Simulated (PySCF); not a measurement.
**Working out the excitation energy of Cl**

Cl [Ne] 3s2 3p5 (2P) → Cl [Ne] 3s1 3p6 (2S). All numbers are calculated (PySCF 2.14, scalar relativity by spin-free X2C-1e, in x2c-TZVPPall (5s5p3d1f, 42 functions)). Frozen: [Ne]. Energies in hartree (1 hartree = 27.21139 eV):

```
            part   Cl (lower)   Cl (upper)
             UHF  -460.887827  -460.314828
CCSD correlation    -0.181833    -0.314806
             (T)    -0.005721    -0.029732
```

Question: What does Hartree-Fock give?

Answer: (-460.314828) − (-460.887827) = 0.572999 hartree = 15.592 eV.

Question: What do CCSD and CCSD(T) give?

Answer: The CCSD correlation energies differ by -0.132973 hartree = -3.618 eV and the triples by -0.024011 hartree = -0.653 eV, so CCSD gives 11.974 eV and CCSD(T) 11.321 eV.

Measured between the centres of the two terms (NIST): 10.586 eV, so CCSD(T) (valence) is off by 0.735 eV.

The coupled-cluster amplitudes are large, so a single reference is strained.

What remains against the reference includes basis incompleteness, the frozen core and higher excitations.
